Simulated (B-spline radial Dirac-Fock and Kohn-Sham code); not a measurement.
# Auger parameter of indium: the L3 level and its strongest L3-MM line

Level of theory: relaxed Dirac-Fock hole states (ΔSCF) with Breit and QED corrections and a finite nucleus; a B-spline atomic structure program. The modified Auger parameter α′ is the binding energy plus the kinetic energy of the Auger electron; it does not depend on the energy zero. For free ions it tends to fall with charge, since less charge screens the final holes.

```tsv
species	configuration	binding 2p3/2 (eV)	Auger line	kinetic (eV)	α′ (eV)
In	[Kr] 4d10 5s2 5p1	3739.2	M4M5 J=4	2782.2	6521.5
In	[Kr] 4d10 5s1 5p2	3740.9	M4M5 J=4	2780.8	6521.6
In⁺	[Kr] 4d10 5s2	3747.7	M4M5 J=4	2772.1	6519.8
In⁺ (Watson 2 Å)	[Kr] 4d10 5s2	3740.7	M4M5 J=4	2779.3	6519.9
In²⁺	[Kr] 4d10 5s1	3758.8	M4M5 J=4	2759.7	6518.5
In²⁺ (Watson 1.8 Å)	[Kr] 4d10 5s1	3743.0	M4M5 J=4	2775.6	6518.7
In²⁺ (Watson 3 Å)	[Kr] 4d10 5s1	3749.2	M4M5 J=4	2769.3	6518.5
In³⁺	[Kr] 4d10	3771.0	M4M5 J=4	2746.4	6517.4
In³⁺ (Watson 1.6 Å)	[Kr] 4d10	3744.1	M4M5 J=4	2773.4	6517.4
In³⁺ (Watson 2.2 Å)	[Kr] 4d10	3751.4	M4M5 J=4	2766.0	6517.4
```

Values without a named source are computed, but for edge energies of neutral atoms, which are taken from tables.
